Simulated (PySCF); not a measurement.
Static response to an electric field

Compound: Sn(vinyl)3(OEt), C8H14OSn.
Cartesian coordinates in Å at the PBE0-D3(BJ)/def2-SVP level; atoms count from 1:
```xyz
24
C8H14OSn angstrom
Sn     0.162    0.367    0.205
C      0.024    0.096    2.310
C      0.461    0.987    3.205
H     -0.427   -0.841    2.658
H      0.921    1.939    2.915
H      0.379    0.810    4.285
C      2.185    0.312   -0.479
C      3.190    0.030    0.355
H      2.408    0.525   -1.532
H      3.022   -0.188    1.417
H      4.234    0.003    0.019
C     -0.883    2.113   -0.443
C     -1.641    2.820    0.400
H     -0.788    2.447   -1.484
H     -1.768    2.531    1.450
H     -2.175    3.724    0.082
O     -0.776   -1.259   -0.484
C     -0.822   -1.552   -1.851
C     -1.540   -2.869   -2.056
H     -1.349   -0.758   -2.422
H      0.198   -1.622   -2.289
H     -1.592   -3.133   -3.124
H     -1.015   -3.675   -1.521
H     -2.564   -2.810   -1.657
```

Level: B3LYP/def2-SVPD (PySCF), static field, nuclei fixed, core orbitals frozen in the response. The polarisability tensor in these axes (au):

```
x   144.13  -8.10   7.06
y    -8.10 137.60  14.88
z     7.06  14.88 147.31
```

Problem. Give the principal values, the mean and the anisotropy Δα = √{½[(α1 − α2)² + (α2 − α3)² + (α1 − α3)²]}.

Solution. Principal values 121.69, 149.15 and 158.20 au; mean 143.01 au = 21.19 Å³ = 23.58 × 10⁻⁴⁰ C²·m²/J; Δα = 32.94 au (23 % of the mean).

Problem. What is the dipole moment, and where does it point?

Solution. (1.06, 1.72, 0.14) D, 2.02 D in size, pointing from the negative to the positive side. Measured along this direction, the outermost atoms are H24 and H23 at the negative end and H5 and H11 at the positive end.

Problem. What depolarisation ratio follows for Rayleigh scattering of linearly polarised light, taking the static tensor?

Solution. ρ = 3Δα²/(45ᾱ² + 4Δα²) = 3254.4/(920379 + 4339.1) = 0.00352.

Problem. Directions of the eigenvectors, and the extent of the frame along each?

Solution. Largest value along (0.09, 0.56, 0.82), where the nuclei span 8.49 Å; middle along (0.90, -0.40, 0.17), 7.25 Å; least along (0.43, 0.72, -0.54), 4.52 Å. The response follows the extents in order.

Problem. Refractivity n − 1 of an ideal gas of it at 400 K and 1 atm, from the electronic α?

Solution. N = p/kT = 1.8347 × 10¹⁹ cm⁻³, so n − 1 = 2π × N × 21.19 × 10⁻²⁴ cm³ = 2443 × 10⁻⁶ at long wavelengths, for an ideal gas.

Problem. In a dilute gas of rigid molecules at 273 K, how does the orientational term μ²/3kT compare with the electronic polarisability?

Solution. In Gaussian units μ²/3kT = 36.14 Å³ against 21.19 Å³, a ratio of 1.71; the Debye molar polarisation (4π/3)N_A(α + μ²/3kT) is 144.6 cm³/mol, leaving out the vibrational part.

Isolated species at its PBE0-D3(BJ)/def2-SVP geometry (one conformer only). Atoms past krypton carry effective core potentials; spin–orbit coupling is left out.
